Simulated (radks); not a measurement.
Dipole-allowed excitations along the series with 30 electrons in [Ar] 3d10 4s2. Calculated with a radial shooting solver on a logarithmic mesh with Libxc functionals: scalar-relativistic Kohn-Sham, LB94 model potential, spin-unpolarised, spherical densities, finite nucleus; Fermi nuclear charge, rms radius of each element as measured or else 0.836 A^(1/3) + 0.57 fm. Time-dependent linear response with the Hartree and adiabatic LDA kernel, continuum included through the Sternheimer equations, no spin-orbit coupling, so fine structure and intercombination lines are absent. Lines are the poles of the dipole polarisability below minus the highest occupied eigenvalue, found on a grid refined at the orbital gaps; the lowest seven at most are given, and weak or close lines can be missed. The first line takes the name of the lowest orbital gap if no other gap lies below it; otherwise a line is named after a gap within 0.6 % of it, if that gap stands alone.

species,-e(HOMO) (eV),lowest orbital gap (eV),first line (eV),f,static alpha (bohr^3)
Rh15+,395.92,4s-4p 38.593,45.913 (4s-4p),1.29,0.4994
Pd16+,436.69,4s-4p 41.141,48.806 (4s-4p),1.28,0.4356
Ag17+,479.32,4s-4p 43.766,51.777 (4s-4p),1.26,0.3819
Cd18+,523.83,4s-4p 46.473,54.830 (4s-4p),1.25,0.3363
In19+,570.23,4s-4p 49.268,57.973 (4s-4p),1.23,0.2975
Sn20+,618.52,4s-4p 52.158,61.210 (4s-4p),1.22,0.2641
